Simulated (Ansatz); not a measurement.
Ideal-gas functions of C$_{2}$H$_{5}$GaS, SMILES `[CH3][Ga]1[CH2][S]1` at 800 K and 1 bar, from an Ansatz frequency run at PBE0-D4/def2-TZVP.

Molar mass 130.85 g/mol, point group Cs (symmetry number 1), electronic degeneracy 1, moments of inertia 45.297, 203.493, 242.355 u Å². Harmonic wavenumbers (cm⁻¹, unscaled): 23, 115, 134, 382, 501, 601, 688, 717, 744, 772, 962, 989, 1232, 1420, 1445, 1449, 3067, 3116, 3156, 3171, 3197.

Use S(trans) = R[1.5 ln M + 2.5 ln T − 1.1517]; rotational temperatures θ = 24.2544 K / I; S(rot) = R[ln(√π/σ · √(T³/θAθBθC)) + 1.5]; for each mode x = 1.438777 ν̃/T, S = R[x/(eˣ − 1) − ln(1 − e⁻ˣ)] and H = RT x/(eˣ − 1); 1 cm⁻¹ = 0.0119627 kJ/mol; R = 8.31446 J/(mol·K).

By hand: the entropy, in J/(mol·K).

Translation 190.2. Rotation: θ = 0.5355, 0.1192, 0.1001 K, giving 121.6. Vibration, mode by mode: 34.80, 21.43, 20.17, 11.60, 9.46, 8.06, 7.05, 6.75, 6.49, 6.22, 4.72, 4.54, 3.22, 2.46, 2.38, 2.36, 0.22, 0.20, 0.19, 0.19, 0.18, in all 152.7. Electronic 0.0. Sum 464.5 J/(mol·K).

By hand: H − E and G − E in kJ/mol, counted from the electronic energy.

Zero-point energy ½ × 27881 × 0.0119627 = 166.8; thermal vibration 55.2; translation, rotation and pV give 4 RT = 26.6. H − E = 248.6 kJ/mol, and G − E = 248.6 − 800 × 464.5/1000 = -123.0 kJ/mol.

Vibration gives 33 % of the entropy, 76.4 J/(mol·K) of it from the modes under 150 cm⁻¹: soft modes count most, and the harmonic formula is weakest for them.
